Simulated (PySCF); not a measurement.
# Gas-phase thermal properties of GeH₃

Computed with PySCF (xtb for GFN2) and rigid-rotor harmonic-oscillator thermochemistry at 1 bar. 6-31G* has spherical d functions here. Open shells (unrestricted): GeH₃ (multiplicity 2). GFN2 has no spin-polarisation term. B3LYP is the form with VWN-RPA correlation. Ge: all electrons, no relativistic terms. GeH₃: computed as isolated molecules; such fragments, hydroxides, amides, oligomers or adducts are transient or little studied in the gas. The harmonic model lacks anharmonicity and excited electronic states, which grow with temperature; levels with a mode under 35 cm⁻¹ are left out.

```csv
level,point group,σ,ZPE (kJ/mol),S°298 (J/mol/K),Cp298 (J/mol/K),S°1000 (J/mol/K),H1000 − H298 (kJ/mol)
B3LYP/6-31G*,C3v,3,51.8,229.9,41.5,295.4,39.9
GFN2-xTB,C3v,3,45.4,229.8,41.6,297.8,41.6
HF/6-31G*,C3v,3,55.8,228.8,39.9,292.2,38.6
PBE/def2-SVP,C3v,3,50.8,230.3,42.1,296.5,40.3
PBE0/def2-TZVP,C3v,3,52.7,229.7,41.6,295.0,39.7
```
σ: rotational symmetry number. Electronic degeneracy used: 2. Frequencies are unscaled.
